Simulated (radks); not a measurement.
All-electron atom: Mo35+ in [He] 2s2 2p3. All-electron calculation, scalar-relativistic Kohn-Sham, PBE, spin-polarised, spherical densities, finite nucleus; open shells are filled with parallel spins first (spin-orbit coupling, left out, can overturn this in heavy ions); Fermi nuclear charge, rms radius 4.4091 fm. Program: a radial shooting solver on a logarithmic mesh with Libxc functionals.

Normalised radial functions P(r) = r R(r), r in bohr:

```
   r/bohr * 1s down, o 2p down (the largest magnitude, 4.78, reaches the edge; | marks zero, & curves that meet)
 0.002582 o               *
 0.003129 o                  *
 0.003791 o                     *
 0.004593 |o                        *
 0.005521 |o                           *
  0.00669 |o                                *
 0.008106 | o                                   *
 0.009822 | o                                        *
   0.0119 |  o                                           *
  0.01442 |   o                                              *
  0.01747 |    o                                               *
  0.02117 |      o                                               *
  0.02565 |         o                                            *
  0.03108 |            o                                      *
  0.03766 |               o                               *
  0.04563 |                   o                    *
  0.05529 |                       o        *
    0.067 |                        *  o
  0.08118 |                *            o
  0.09836 |         *                     o
   0.1182 |    *                         o
   0.1433 | *                         o
   0.1736 |*                    o
   0.2103 *               o
   0.2548 *         o
   0.3088 *    o
   0.3741 * o
   0.4533 *o
```

1s down: eigenvalue -22333 eV, 0 radial nodes, <r> = 0.0350 bohr, 90 % of the charge inside 0.0627 bohr. 2p down (empty): eigenvalue -4711.9 eV, 0 radial nodes, <r> = 0.127 bohr, 90 % of the charge inside 0.205 bohr.
